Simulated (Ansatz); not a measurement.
Input for Ansatz (a program for electronic structure): U-B3LYP/def2-TZVPP on H3Si (SMILES [SiH3]).

Ansatz 0.2 input:
```yaml
crystal:
  periodic: [false, false, false]
  atoms:
    - {symbol: Si, position_ang: [-0.00186758, 0.00040621, 0.34128953]}
    - {symbol: H, position_ang: [-0.56836443, 1.29135674, -0.11843000]}
    - {symbol: H, position_ang: [1.40362128, -0.15307928, -0.10576373]}
    - {symbol: H, position_ang: [-0.83328926, -1.13868367, -0.11699580]}
basis:
  gaussian:
    orbitals: def2-TZVPP
hamiltonian:
  xc: {name: B3LYP}
magnetization: {spin_polarized: true, initial_magnetization: 1}
```

Output:

```
WARN ansatz: RAYON_NUM_THREADS=4 ignored (pool sized by the plan → 4); use --threads N
Functional definition: B3LYP
integrals: 0.01 GiB planned
468 factors; their error is unknown
mean field: 0.24 GiB planned
mean field evaluation 1: about -7925.1903 eV, gradient 7.9e0 eV
mean field evaluation 2: about -7925.5870 eV, gradient 3.7e0 eV
mean field evaluation 4: about -7925.6676 eV, gradient 9.8e-2 eV
mean field evaluation 8: about -7925.6761 eV, gradient 2.5e-3 eV
mean field -7925.67608645 eV, -291.2632239608 hartree, gradient 7.2e-5 eV, S^2 0.751938; 0 other end points of the search recorded, 0 dependent functions left out
reference -7925.67628910 eV, -291.2632314080 hartree; 9, 8 occupied and 75, 76 virtual orbitals, 468 factors
Total energy: -7925.67628910 eV, -291.2632314080 hartree
```

The run converged.

Cost: roughly 1.4 core-seconds.
